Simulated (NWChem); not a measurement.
Species: BeNH2F; SMILES [NH2][Be][F]

```xyz
5

Be     0.0000     0.0000    -0.1005
F      0.0000     0.0000    -1.4865
N      0.0000     0.0000     1.4032
H      0.0000    -0.8244     1.9791
H      0.0000     0.8244     1.9791
```
Atoms are numbered in this order, from 1.

Computed with NWChem. Geometry: optimised at PBE0-D3(BJ)/def2-TZVP. Ions are spin-unrestricted doublets at the neutral geometry; other ion states weren't tried. Functional: LC-ωPBE (HJS hole) with def2-SVP; rows give the range parameter ω in 1/bohr.

For range parameter (1/bohr) 0.35:

```
Item           Value
-------------  -----
−ε(HOMO) (eV)   9.89
```

### Question
How do the values read with range parameter (1/bohr) 0.30 instead?

### Answer
−ε(HOMO) (eV): 9.50
